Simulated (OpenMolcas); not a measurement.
Ru III: effect of the basis set

```json
{
 "Program": "OpenMolcas",
 "Method": "SS-RASPT2, IPEA 0.25 Eh, imaginary shift 0.1 Eh (closed shells correlated: 4s)",
 "Active space": "12 electrons in 8 orbitals (RAS1 4p, at most 2 holes; RAS2 4d)",
 "State averaging": "2S+1 = 5 even, 5 roots; 2S+1 = 3 even, 45 roots; 2S+1 = 1 even, 49 roots",
 "Spin-orbit coupling": "RASSI with atomic mean-field integrals over the reference wave functions, term energies averaged over their components"
}
```

A. ANO-R2 [7s5p4d2f1g], X2C, finite nucleus; CASPT2 step roughly 2.6 core-minutes
B. ANO-RCC-VTZP [7s6p4d2f1g], DKH2, point nucleus; CASPT2 step about 60 core-seconds
C. ANO-RCC-VQZP [8s7p5d3f2g1h], DKH2, point nucleus; CASPT2 step about 3 core-minutes

Energies in cm-1 above 4d6 5D4, the measured ground level; measured values from Moore, Atomic Energy Levels, vol. III, NSRDS-NBS 35 (1971 reprint of NBS Circular 467, 1958).

```csv
Level,A,B,C,Measured
4d6 5D4,0.0,0.0,0.0,0.0
4d6 5D3,1169,1169,1184,1159
4d6 5D2,1859,1859,1876,1826
4d6 5D1,2310,2310,2330,2266
4d6 5D0,2520,2520,2540,2476
4d6 3H6,15850,15890,15390,
4d6 3H4 [55 %],15950,15980,15480,
4d6 3H5,16150,16180,15690,
4d6 3P2(1),16160,16190,15840,
4d6 3F4(1) [57 %],17780,17800,17370,
4d6 3F3(1),17980,17990,17570,
4d6 3F2(1),18630,18630,18230,
4d6 3P1(1),19550,19580,19270,
4d6 3G5,19650,19680,19210,
4d6 3P0(1),20220,20240,19910,
4d6 3G4,20710,20740,20280,
4d6 3G3,21020,21040,20600,
4d6 3D2,23760,23830,23380,
4d6 3D1,23930,23990,23560,
4d6 3D3,24140,24200,23760,
4d6 1I6,24360,24400,23650,
4d6 1G4(1),25990,25980,25390,
4d6 1S0,29180,29240,28730,
4d6 1D2(1),30340,30400,29870,
```

Deviations, from unrounded energies. A percentage is the sum of absolute deviations over the sum of measured energies, with the sign that they share, or ± where signs differ.

| Against measurement | Levels | A | B | C |
| --- | --- | --- | --- | --- |
| mean absolute deviation (cm-1) | 4 | 32 | 32 | 50 |
| fine structure of the ground term (%) | 4 | +1.7 | +1.7 | +2.6 |

A, B lie about equally close to measurement and C furthest from it. The largest miss of B in the table is 4d6 5D0, by +45 cm-1. The ranking rests on the paired levels alone, and a cruder setting can come out closer through cancelling errors.

The two smallest mean deviations differ by little beside CASPT2's spread within terms, so their order carries little weight.

Among A to C the level of the table that moves most is 4d6 1I6, by 750 cm-1 (lowest in C, highest in B). Moves below CASPT2's spread within the term are not significant.

Term energies are means over components that CASPT2 splits; among the terms shown or strongly mixed into the levels shown the widest spread is 400 cm-1 (4d6 1G(1), C). Active for correlation alone: 4p; no level in the range computed is led by a configuration that opens it, so any true level of that kind is missing. The CASPT2 spread within a term exceeds the gap to the next term for 4d6 3D and 4d6 1I, so the order of their levels is uncertain (holds for B). Computed and measured levels are paired by configuration, term and J; levels that our copy of the source lacks, or whose pairing is in doubt (as where it misses far off the trend of its configuration), stay unpaired and out of the deviations. Levels of configurations outside the active space are missing. The table leaves out levels that lie high or whose names do not pair safely across all columns.

A share in square brackets marks a mixed level and gives the weight of the term that names it, the lowest over the columns. A number in round brackets counts repeated terms of one configuration in the order of the reference energies.
